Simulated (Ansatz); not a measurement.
`[NH2][Nb](=[O])([OH])[F]`. Total charge 0; spin multiplicity 1. Nb takes the def2 core potential. The geometry is a stationary point of PBE0-D4/def2-TZVP. It is one conformer, not always the lowest.

```xyz
8

N    -0.630    1.301   -0.303
Nb   -0.164   -0.577    0.019
O    -0.086   -1.278   -1.520
O     1.507   -0.689    0.911
F    -1.482   -1.420    1.066
H    -0.828    1.697   -1.210
H    -0.662    2.016    0.411
H     2.346   -1.051    0.626
```

Question: What is the dipole moment at r2SCAN/def2-TZVPP? (Best estimate.)

Answer: Computed: 2.99 D, with components (1.54, 2.52, 0.49) D in this frame, pointing from negative to positive charge.

Question: And with PBE, B3LYP, ωB97M-V? (Estimate.)

Answer: Computed: PBE 2.93 D, B3LYP 3.03 D, ωB97M-V 3.00 D.

Question: Give the Mulliken charges with r2SCAN, PBE, B3LYP in def2-TZVPP. (An estimate is asked.)

Answer: Computed: 
| atom | r2SCAN | PBE | B3LYP |
| --- | --- | --- | --- |
| N1 | -0.63 | -0.56 | -0.58 |
| Nb2 | 1.52 | 1.33 | 1.53 |
| O3 | -0.53 | -0.47 | -0.53 |
| O4 | -0.55 | -0.49 | -0.53 |
| F5 | -0.41 | -0.37 | -0.42 |
| H6 | 0.19 | 0.18 | 0.17 |
| H7 | 0.17 | 0.17 | 0.15 |
| H8 | 0.23 | 0.21 | 0.21 |

B3LYP here is the variant with VWN-RPA as its local correlation; programs differ in this.
